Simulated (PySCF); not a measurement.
All values below come from PBE-D3(BJ)/def2-TZVP // PBE0-D4/def2-SVP in PySCF. Isolated molecules, 0 K electronic values unless said otherwise. One relaxed conformer stands for a flexible species; it need not be the lowest. Excitations are Tamm–Dancoff values on a coarser integration grid. The basis has no diffuse functions, so Rydberg states are missing or too high.

Reference species (SMILES): `C[O][Ge]([O]C)([O]C)[O]C` (neutral, multiplicity 1).

The S1 oscillator strength comes out as 0.011 and the T1 excitation (TDA) is 5.46 eV.

Changed species: `C[O][Ge]([SH])([O]C)[O]C` (1 of 4 OCH3 replaced by SH; the reference has 0 of 4 OCH3 replaced by SH).

Give the shifts of the S1 oscillator strength and T1 excitation (TDA).

the S1 oscillator strength hardly moves; the T1 excitation (TDA) falls by 0.39 eV, to 5.07 eV.
